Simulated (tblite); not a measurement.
Compound: C8H8O2.
SMILES with atom numbers: `[CH2:1]=[C:2]=[C:3]([C:4]#[C:5][CH2:6][CH3:7])[C:8](=[O:9])[OH:10]` (hydrogens: H11, H12 on C1; H13, H14 on C6; H15, H16, H17 on C7; H18 on O10)

Computed with GFN2-xTB (tblite), gas phase: L-BFGS steps from a force-field or distance-geometry start until the largest atomic force falls under 0.01 eV/Å.

Step 20: E = -795.0749 eV
```
atom  x, y, z in Å  |  force x, y, z in eV/Å
C1      3.0585   -2.1437   -0.3159   -0.304   0.443  -0.162
C2      2.2587   -1.1364   -0.4710    0.472  -0.535  -0.029
C3      1.3920   -0.1726   -0.6838    0.171   0.152   0.029
C4      0.1060   -0.2668   -0.1091    0.071   0.059  -0.065
C5     -0.9259   -0.3667    0.4933   -0.126   0.288   0.369
C6     -2.0890   -0.3653    1.3491   -0.239  -0.092   0.060
C7     -2.9863    0.8570    1.1491    0.077   0.073  -0.091
C8      1.7717    1.0693   -1.4018   -0.173  -0.385   0.144
O9      2.8432    1.2678   -1.9177   -0.223   0.151   0.028
O10     0.7421    1.9344   -1.4444    0.447  -0.031  -0.291
H11     3.6497   -2.2695    0.5804    0.015  -0.030  -0.223
H12     3.1562   -2.8572   -1.1246    0.064  -0.090   0.272
H13    -1.7598   -0.4194    2.3924    0.058   0.043  -0.029
H14    -2.6466   -1.2704    1.1411   -0.298  -0.318  -0.051
H15    -3.9141    0.7722    1.7275    0.342   0.017  -0.090
H16    -2.4372    1.7492    1.4476   -0.167   0.018   0.036
H17    -3.2422    0.9612    0.0958   -0.046  -0.013   0.033
H18     1.0143    2.6637   -2.0195   -0.141   0.250   0.060
```

Step 21: E = -795.1114 eV
```
atom  x, y, z in Å  |  force x, y, z in eV/Å
C1      3.0607   -2.1499   -0.3235   -0.122   0.240  -0.124
C2      2.2716   -1.1430   -0.4915    0.051  -0.143  -0.031
C3      1.4014   -0.1723   -0.6720    0.009   0.061  -0.069
C4      0.1159   -0.2566   -0.0815   -0.013  -0.024   0.023
C5     -0.9342   -0.3766    0.4917    0.162   0.351   0.254
C6     -2.0996   -0.3693    1.3490   -0.152  -0.121  -0.030
C7     -2.9894    0.8592    1.1467    0.087  -0.006  -0.080
C8      1.7634    1.0596   -1.4142   -0.014  -0.081   0.226
O9      2.8419    1.2827   -1.9053   -0.130   0.003  -0.043
O10     0.7411    1.9314   -1.4673    0.221  -0.082  -0.179
H11     3.6882   -2.2334    0.5486    0.068  -0.065  -0.082
H12     3.1292   -2.9086   -1.0884    0.068  -0.099   0.148
H13    -1.7598   -0.4178    2.3909   -0.014   0.011  -0.073
H14    -2.6600   -1.2758    1.1380   -0.250  -0.216   0.013
H15    -3.9151    0.7748    1.7244    0.287   0.034  -0.037
H16    -2.4352    1.7470    1.4468   -0.163   0.034   0.028
H17    -3.2518    0.9648    0.0956   -0.008  -0.013   0.012
H18     1.0231    2.6903   -1.9997   -0.087   0.117   0.044
```

Step 22: E = -795.1269 eV
```
atom  x, y, z in Å  |  force x, y, z in eV/Å
C1      3.0612   -2.1498   -0.3289    0.001   0.090  -0.063
C2      2.2760   -1.1461   -0.5013   -0.183   0.099  -0.038
C3      1.4053   -0.1718   -0.6667   -0.073   0.006  -0.071
C4      0.1204   -0.2523   -0.0685   -0.016  -0.054   0.033
C5     -0.9342   -0.3735    0.4979    0.183   0.300   0.211
C6     -2.1071   -0.3736    1.3491   -0.041  -0.104  -0.072
C7     -2.9890    0.8599    1.1443    0.077  -0.052  -0.063
C8      1.7605    1.0541   -1.4170    0.039   0.100   0.182
O9      2.8382    1.2879   -1.9027    0.046  -0.081  -0.082
O10     0.7445    1.9292   -1.4808   -0.021  -0.066  -0.069
H11     3.6989   -2.2253    0.5321    0.141  -0.039   0.057
H12     3.1265   -2.9258   -1.0696    0.043  -0.177  -0.013
H13    -1.7616   -0.4171    2.3901   -0.071  -0.019  -0.079
H14    -2.6704   -1.2820    1.1367   -0.163  -0.106   0.031
H15    -3.9106    0.7766    1.7225    0.173   0.030   0.019
H16    -2.4377    1.7470    1.4474   -0.113   0.044   0.015
H17    -3.2561    0.9660    0.0956    0.009  -0.009  -0.025
H18     1.0265    2.7031   -1.9917   -0.033   0.038   0.026
```

Q: Estimate the geometry and energy of step 23. (The exact step hangs on the optimiser's Hessian estimate; all steps are aligned on step 22, rigid shifts and turns removed.)

A: E = -795.1335 eV, largest force 0.512 eV/Å
```
atom  x, y, z in Å  |  force x, y, z in eV/Å
C1      3.0614   -2.1476   -0.3345    0.351  -0.372   0.031
C2      2.2787   -1.1476   -0.5117   -0.303   0.222  -0.044
C3      1.4075   -0.1728   -0.6688   -0.146  -0.011   0.000
C4      0.1272   -0.2507   -0.0560   -0.170  -0.067   0.098
C5     -0.9339   -0.3668    0.5035    0.325   0.214   0.072
C6     -2.1145   -0.3794    1.3459    0.046  -0.069  -0.073
C7     -2.9878    0.8594    1.1407    0.052  -0.070  -0.040
C8      1.7597    1.0509   -1.4167    0.133   0.251   0.017
O9      2.8374    1.2982   -1.8976    0.100  -0.172  -0.041
O10     0.7457    1.9239   -1.4906   -0.191   0.035  -0.013
H11     3.7276   -2.2011    0.5206   -0.087  -0.042  -0.221
H12     3.1033   -2.9601   -1.0535    0.054   0.120   0.204
H13    -1.7626   -0.4169    2.3851   -0.121  -0.050  -0.052
H14    -2.6839   -1.2897    1.1379   -0.045   0.017   0.021
H15    -3.9038    0.7795    1.7213    0.043   0.011   0.071
H16    -2.4410    1.7468    1.4476   -0.043   0.050  -0.004
H17    -3.2602    0.9674    0.0948    0.021  -0.006  -0.066
H18     1.0304    2.7129   -1.9797   -0.021  -0.060   0.039
```

The energy changes by -0.0066 eV. The first-order estimate −F·Δx gives -0.0176 eV and the mean of the old and new forces, exact on a quadratic surface, -0.0064 eV. The step makes an angle of 69° with the force vector and moves no atom by more than 0.044 Å.

The cost below is that of the whole relaxation. On Arm Neoverse V2, one thread, on a shared host, this took 0.63 s wall.
